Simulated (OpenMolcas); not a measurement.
Ag3+: CASPT2 settings compared

```
Program             : OpenMolcas
Basis               : ANO-RCC-VTZP [7s6p4d2f1g]
Scalar Hamiltonian  : DKH3, point nucleus
Active space        : 8 electrons in 5 orbitals (4d)
State averaging     : 2S+1 = 3 even, 10 roots; 2S+1 = 1 even, 15 roots kept (CI in the orbitals of an earlier block)
Spin-orbit coupling : state interaction with AMFI integrals over the reference wave functions, term energies averaged over their components
```

Methods on the same reference wave functions:
A. CASSCF
B. SS-CASPT2, IPEA 0.1 Eh, imaginary shift 0.5 Eh (closed shells correlated: 4s 4p)
C. SS-CASPT2, IPEA 0.3 Eh, no level shift (closed shells correlated: none)
D. SS-CASPT2, IPEA 0.1 Eh, real shift 0.4 Eh (closed shells correlated: 4s 4p)

Energies in cm⁻¹ above 4d⁸ ³F₄, the measured ground level; measured values from the list in Gamrath, thesis, University of Mons (2023).

| Level | A | B | C | D | Measured |
| --- | --- | --- | --- | --- | --- |
| 4d⁸ ³F₄ | 0.0 | 0.0 | 0.0 | 0.0 | 0.0 |
| 4d⁸ ³F₃ | 3959 | 3980 | 3970 | 3980 | 4172 |
| 4d⁸ ³F₂ | 5958 | 5620 | 5790 | 5630 | 5830 |
| 4d⁸ ³P₁ | 19708 | 16050 | 16580 | 16070 | 15900 |
| 4d⁸ ³P₀ | 20052 | 16300 | 16850 | 16330 | 16092 |
| 4d⁸ ¹G₄ | 24242 | 21220 | 22340 | 21230 | 20570 |
| 4d⁸ ¹S₀ | 56411 | 48290 | 49490 | 48340 | 47139 |

Deviations, from unrounded energies. A percentage is the sum of absolute deviations over the sum of measured energies, with the sign that they share, or ± where signs differ.

| Against measurement | Levels | A | B | C | D |
| --- | --- | --- | --- | --- | --- |
| mean absolute deviation (cm-1) | 6 | 3500 | 420 | 960 | 450 |
| fine structure of the ground term (%) | 2 | ±3.4 | -4.0 | -2.4 | -3.9 |
| other terms of the ground configuration (%) | 4 | +20.8 | +2.2 | +5.6 | +2.3 |

B, D lie about equally close to measurement and A furthest from it. The largest miss of B in the table is 4d⁸ ¹S₀, by +1100 cm-1. The ranking rests on the paired levels alone, and a cruder setting can come out closer through cancelling errors.

Among B to D the level of the table that moves most is 4d⁸ ¹S₀, by 1200 cm-1 (lowest in B, highest in C). Moves below CASPT2's spread within the term are not significant.

The mean deviations of B to D differ by less than CASPT2's widest spread within a term (830 cm-1), so their order carries little weight.

From A to B the spin-free energies of the other terms of 4d⁸ shown, above ³F, scale by factors of 0.77 to 0.85, as is usual when dynamic correlation screens the repulsion within a d or f shell.

The lowest spin-free term lies below A's lowest term by 0.442 hartree in B, 0.176 hartree in C, 0.441 hartree in D.

CASPT2 does not keep the components of a term degenerate, so their means are used; among the terms shown or strongly mixed into the levels shown the widest spread is 830 cm-1 (4d⁸ ³F, B). Terms from blocks run as CI alone lack orbitals of their own. Without dynamic correlation excited terms often stand tens of per cent too high (terms of higher spin than the ground term too low), and those without a measured partner can miss by more than the paired ones (holds for A). Measured partners are found by configuration, term and J. A level has none where our copy of the source lacks it or the pairing is in doubt (some pairs that miss far off the trend of their configuration count as doubtful), and it then counts in no deviation. Only configurations of the active space appear. Levels that lie high or do not pair safely by name in every column are left out.
